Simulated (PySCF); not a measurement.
A species of formula C5H9ClO2 has this rotational fingerprint, computed with PySCF, PBE0-D3(BJ)/def2-SVP geometry optimisation, gas phase:

* Rotational constants: A = 3029, B = 1004, C = 904.5 MHz
* Dipole components: |μa| = 1.77 D, |μb| = 0.33 D, |μc| = 0.03 D
* Inertial defect: -111.53 u·Å²
* κ: -0.91

Question: Which structure is it? (One computed conformer of each.)
A. `[CH2:1]=[C:2]([Cl:3])[CH2:4][O:5][CH2:6][CH2:7][OH:8]` with C1–C2–C4–O5 3°, C2–C4–O5–C6 -177°, C4–O5–C6–C7 -172°, O5–C6–C7–O8 60°, C6–C7–O8–H -50°
B. `[CH3:1][C:2]([CH3:3])([Cl:4])[CH2:5][C:6](=[O:7])[OH:8]` with C1–C2–C5–C6 66°, C2–C5–C6–O7 -7°, C5–C6–O8–H 179°
C. `[CH3:1][C:2](=[O:3])[O:4][CH2:5][CH2:6][CH2:7][Cl:8]` with C1–C2–O4–C5 180°, C2–O4–C5–C6 81°, O4–C5–C6–C7 178°, C5–C6–C7–Cl8 -63°
D. `[CH3:1][C:2]([CH3:3])([CH2:4][Cl:5])[C:6](=[O:7])[OH:8]` with C1–C2–C4–Cl5 -62°, C1–C2–C6–O7 -119°, C2–C6–O8–H 180°

Answer: B. It is CC(C)(Cl)CC(=O)O, a near-prolate asymmetric top. The candidates at the same level (rigid rotor, commonest isotopes):

```json
{"SMILES": "C=C(Cl)COCCO", "A (MHz)": "4750", "B (MHz)": "638.6", "C (MHz)": "594.3", "μa (D)": "0.06", "μb (D)": "1.02", "μc (D)": "0.96", "Δ (u·Å²)": "-47.53", "point group": "C1", "rotor": "near-prolate asymmetric top"}
{"SMILES": "CC(=O)OCCCCl", "A (MHz)": "5490", "B (MHz)": "622.9", "C (MHz)": "589.6", "μa (D)": "0.87", "μb (D)": "0.26", "μc (D)": "0.95", "Δ (u·Å²)": "-46.23", "point group": "C1", "rotor": "near-prolate asymmetric top"}
{"SMILES": "CC(C)(CCl)C(=O)O", "A (MHz)": "3113", "B (MHz)": "1041", "C (MHz)": "942.3", "μa (D)": "1.87", "μb (D)": "1.15", "μc (D)": "0.00", "Δ (u·Å²)": "-111.37", "point group": "Cs", "rotor": "near-prolate asymmetric top"}
{"SMILES": "CC(C)(Cl)CC(=O)O", "A (MHz)": "3029", "B (MHz)": "1004", "C (MHz)": "904.5", "μa (D)": "1.77", "μb (D)": "0.33", "μc (D)": "0.03", "Δ (u·Å²)": "-111.53", "point group": "near Cs", "rotor": "near-prolate asymmetric top"}
```

`C=C(Cl)COCCO` has A 57 % too high; `CC(C)(CCl)C(=O)O` has C 4 % too high; `CC(=O)OCCCCl` has A 81 % too high. No structure here is proved a minimum.
